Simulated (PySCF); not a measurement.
# How the method changes the constants of RhSe

State: ⁴Σ⁻ (quartet), unpaired electrons σ ↑, π ↑↑. Set-up: PySCF, spin-free X2C with a Gaussian nucleus, basis sets Rh x2c-TZVPPall, Se x2c-TZVPPall. De refers to Rh (4d8 5s1) + Se in their high-spin ground configurations, without counterpoise correction. The functionals are run spin-unrestricted. A positive dipole means Rh(−)Se(+). Levels whose curve was spin-contaminated or gave no clean fit are not listed.

```tsv
Level	Re (Å)	ωe (cm⁻¹)	De (eV)	μ (D)
PBE	2.199	336	3.95	-2.44
r²SCAN	2.182	347	3.35	-2.87
r²SCANh	2.177	351	3.08	-3.08
PBE0	2.182	348	3.12	-3.14
r²SCAN0	2.172	354	2.70	-3.38
B97-3	2.200	336	3.12	-3.23
M06	2.217	327	3.46	-2.82
ωB97M-V	2.180	352	3.04	-3.37
```

The bond length runs from 2.172 Å (r²SCAN0) to 2.217 Å (M06). De spans 2.70 eV (r²SCAN0, hybrid meta-GGA) to 3.95 eV (PBE, GGA).

The metal atom is held in its measured ground configuration; semilocal functionals can put another filling of s and d lower by some tenths of an eV, and De to that atom would be smaller. These are scalar-relativistic numbers at best; spin–orbit coupling would shift them, the dissociation energy most. The state is the lowest single determinant that the PBE0 search found; with open d or f shells the true ground state can be another one.

The whole job (state search and all levels along the bond) took about 9.4 min on 2 threads of AMD EPYC 9R45 96-Core (shared host), peak memory 7 GiB.
